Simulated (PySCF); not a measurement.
## How methods differ on the ionisation energy of Au⁴⁹⁺

Au⁴⁹⁺ [Ar] 3d10 4s2 → Au⁵⁰⁺ [Ar] 3d10 4s1 [4s1/2^1, M_J = 1/2], as a difference of total energies. Calculation: PySCF 2.14, in an even-tempered Gaussian basis (16 s from 7.1 bohr⁻², ratio 2.8; 13 p from 9.3 bohr⁻², ratio 2.8; 8 d from 16 bohr⁻², ratio 2.8; 4 f from 37 bohr⁻², ratio 3); the two-component X2C-1e Hamiltonian. Correlated levels: [Ne] frozen; the 72 highest virtual spinors dropped. "Screened" scales the spin-orbit matrix elements by Boettger's factors to mimic the two-electron term; Breit and QED terms are absent.

```tsv
method	ionisation energy (eV)
GHF (spin-free)	2852.7
GMP2 (spin-free)	2855.5
GHF (screened spin-orbit)	2852.2
GMP2 (screened spin-orbit)	2855.1
```

**Question.** How much does correlation contribute at GMP2 (screened spin-orbit)?

**Answer.** 2855.1 − (2852.2) = 2.9 eV, measured against GHF (screened spin-orbit).

Breit and QED terms and the two-electron picture change are absent.

For comparison: 2870 ± 4 eV (theoretical estimate listed by NIST; NIST Atomic Spectra Database, ionization energies).
